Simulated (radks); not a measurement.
The iridium ion Ir3+, 74 electrons, occupied as [Xe] 4f14 5d6 (the NIST ground configuration). Calculated with a radial shooting solver on a logarithmic mesh with Libxc functionals: scalar-relativistic Kohn-Sham, TASK exchange with Perdew-Wang LDA correlation, spin-polarised, spherical densities, finite nucleus; open shells are filled with parallel spins first (spin-orbit coupling, left out, can overturn this in heavy ions); meta-GGA in the generalised Kohn-Sham scheme; Fermi nuclear charge, rms radius 5.4032 fm.

Normalised radial functions P(r) = r R(r), r in bohr:

```
   r/bohr * 5s down, o 5d up, + 5d down (the largest magnitude, 1.2, reaches the edge; | marks zero, & curves that meet)
 0.002353                             &  *
 0.003138                             &   *
 0.004152                             &   *
 0.005538                             &    *
 0.007327                             &    *
 0.009773                             &   *
  0.01293                             &  *
  0.01725                             & *
  0.02282                            *|&
  0.03044                         *   |&
  0.04059                      *      | &
  0.05371                      *      |  &
  0.07164                          *  |    &
  0.09478                             |   * o+
   0.1264                             |     &   *
   0.1673                             |  &     *
   0.2231                           & |
   0.2952                *    &       |
   0.3937                *  +o        |
   0.5251                         &   |   *
   0.6948                             |     o+             *
   0.9267                             |               o+         *
    1.226                             |                   &
    1.635                             |        *        &
    2.164                             |  *       +o
    2.886                             *    o+
    3.818                             * &
    5.093                             &
```

5s down: eigenvalue -132.23 eV, 4 radial nodes at r = 0.0206, 0.0825, 0.214, 0.499 bohr, <r> = 0.976 bohr, 90 % of the charge inside 1.40 bohr. 5d up: eigenvalue -38.688 eV, 2 radial nodes at r = 0.200, 0.587 bohr, <r> = 1.51 bohr, 90 % of the charge inside 2.26 bohr. 5d down: eigenvalue -33.720 eV, 2 radial nodes at r = 0.200, 0.585 bohr, <r> = 1.51 bohr, 90 % of the charge inside 2.30 bohr.
